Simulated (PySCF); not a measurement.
**From computed data to an observable: refractive index and permittivity of the vapour**

Bi(Me)2(SiH3) (C₂H₉BiSi), SMILES [CH3][Bi]([CH3])[SiH3].

Coordinates come from a B3LYP-D3(BJ)/def2-SVP optimisation. The structure was generated by enumeration; whether it is a known compound was not checked. The def2 effective core potentials stand for the cores of Bi; spin–orbit coupling is left out.

PBE/def2-TZVP (PySCF) gives a mean static polarisability of 111.7 bohr³ and a dipole moment of 1.09 D. Take an ideal gas at 298.15 K and 1 bar, whether or not the substance is that volatile.

Question: Work out n − 1 in the optical limit and the static ε − 1.

Answer: 
Polarisability volume α' = 111.7 × 0.148185 = 16.55 Å³. Number density N = p/kT = 2.43e-5 Å⁻³.
Dilute limit of Lorentz–Lorenz: n − 1 = 2π N α' = 0.0025.
Orientation term of Debye: μ²/(3kT) = 8.098 Å³ × μ²(D²) = 9.62 Å³.
ε − 1 = 4π N (α' + μ²/3kT) = 0.0080. Orientation of the dipole supplies 37 % of the static response; it can't follow optical fields. Vibrational polarisation and dispersion are left out.
